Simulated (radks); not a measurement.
Valence configurations of the terbium ion Tb+ (all share [Xe]). Calculated with a radial shooting solver on a logarithmic mesh with Libxc functionals: Dirac Kohn-Sham, BLYP, spin-unpolarised, spherical densities, finite nucleus; open shells are shared between the two j in proportion to 2j + 1; Fermi nuclear charge, rms radius 5.06 fm. Energies are relative to 4f9 6s1; eigenvalues in eV.

| valence | E (eV) | e(4f5/2) | e(4f7/2) | e(5d3/2) | e(5d5/2) | e(6p1/2) |
|---|---|---|---|---|---|---|
| 4f9 6s1 | 0.000 | -9.637 | -8.851 | - | - | - |
| 4f9.5 6s0.5 | 0.463 | -6.387 | -5.632 | - | - | - |
| 4f8.5 6s1.5 | 0.967 | -13.520 | -12.704 | - | - | - |
| 4f9 5d0.5 6s0.5 | 0.981 | -8.799 | -8.015 | -6.523 | -6.290 | - |
| 4f10 | 2.013 | -4.061 | -3.337 | - | - | - |
| 4f9 5d1 | 2.048 | -8.064 | -7.280 | -6.045 | -5.827 | - |
| 4f9 6p1 | 3.442 | -10.921 | -10.134 | - | - | -6.301 |
| 4f8 6s2 | 3.628 | -17.873 | -17.025 | - | - | - |
| 4f8.5 6s0.5 6p1 | 4.679 | -14.805 | -13.987 | - | - | -6.752 |
| 4f8 6s1 6p1 | 7.619 | -19.145 | -18.296 | - | - | -7.207 |

NIST lists [Xe] 4f9 6s1 as the ground configuration; this level of theory agrees among the configurations tried. The energies are those of spherical spin-averaged densities, not of single terms.
